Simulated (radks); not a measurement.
Problem. Coherent X-ray form factor from a spherical all-electron density. Method: scalar-relativistic Kohn-Sham, LDA (Slater exchange, Perdew-Wang correlation), spin-polarised, spherical densities, finite nucleus; Fermi nuclear charge, rms radius of each element as measured or else 0.836 A^(1/3) + 0.57 fm; computed with a radial shooting solver on a logarithmic mesh with Libxc functionals.

sin(theta)/lambda (1/angstrom)  f0 (electrons)
0.05                                    14.470
0.1                                     13.172
0.15                                    11.675
0.2                                     10.366
0.25                                     9.358
0.3                                      8.605
0.4                                      7.527
0.5                                      6.646
0.6                                      5.802
0.8                                      4.270
1                                        3.121
1.25                                     2.232
1.5                                      1.753
2                                        1.333

The species is in the configuration that NIST lists as its ground one. Which atom or ion scatters so?

Solution. Neutral phosphorus, [Ne] 3s2 3p3. Extrapolating in s^2 from the first two rows gives f0(0) = 14.9, near the electron count 15; among species with that count, the fall with angle is slower the higher Z, and the table is that of Z = 15; from so few rows the species is fixed only to a neighbour or two.
